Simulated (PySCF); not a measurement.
Species: C5H4FN.
Structure used (PBE0-D3(BJ)/def2-SVP), in Å, numbered top down from 1:
```xyz
11
C5H4FN angstrom
N      4.3037   -0.1163   -0.6824
C      3.1637   -0.2220   -0.4797
C      1.8163   -0.3498   -0.2391
C      0.6255   -0.4714   -0.0248
C     -0.7981   -0.5795    0.2206
C     -1.5147    0.7633    0.1247
F     -2.8455    0.5679    0.3593
H     -1.2458   -1.2782   -0.5065
H     -0.9707   -1.0097    1.2217
H     -1.3834    1.2003   -0.8789
H     -1.1130    1.4697    0.8699
```

Computed, not measured: TDDFT wB97X-D/def2-SVPD, vertical, gas phase, core orbitals frozen in the response (PySCF).

Ground-to-excited transition dipoles (e·a0, same axes as the geometry; the sign carries no meaning), for the states with f of 0.002 or more among the lowest 6:

```json
{"state": "S5", "E (eV)": "7.995", "μx": "0.014", "μy": "-0.039", "μz": "-0.212"}
{"state": "S6", "E (eV)": "8.019", "μx": "-0.650", "μy": "0.201", "μz": "0.069"}
```

(1) What oscillator strength does each state have?

(2) What is the point group, and which symmetry does each of these states have?

(3) How is the summed strength of these states shared among x, y and z?

(4) What peak molar absorption coefficient would the strongest computed level give as a lone Gaussian band 0.3 eV wide at half height?

## Answers

(1) f = (2/3) ΔE |μ|² with ΔE in hartree (27.2114 eV).

```tsv
state	|μ|² (au)	|μ| (D)	f
S5	0.047	0.55	0.009
S6	0.468	1.74	0.092
```

(2) Cs. From a totally symmetric ground state, an allowed state transforms like the component of the dipole operator along its μ. Polarised normal to the mirror plane, so A″: S5. Polarised in the mirror plane, so A′: S6.

(3) (2/3) Σ ΔE μα² gives 0.083 for x, 0.008 for y and 0.010 for z, 0.101 in all.

(4) ε(max) = 2.175×10⁸ f / FWHM, with the width in cm⁻¹. S6: 2.175×10⁸ × 0.0920 / 2420 ≈ 8300 L mol⁻¹ cm⁻¹.

The run took 27 s wall on Arm Neoverse V1, one thread, no GPU, shared host with 32 logical CPUs at a one-minute load of 19, and the process peaked at 0.76 GiB of memory.

One conformer stands for the species.
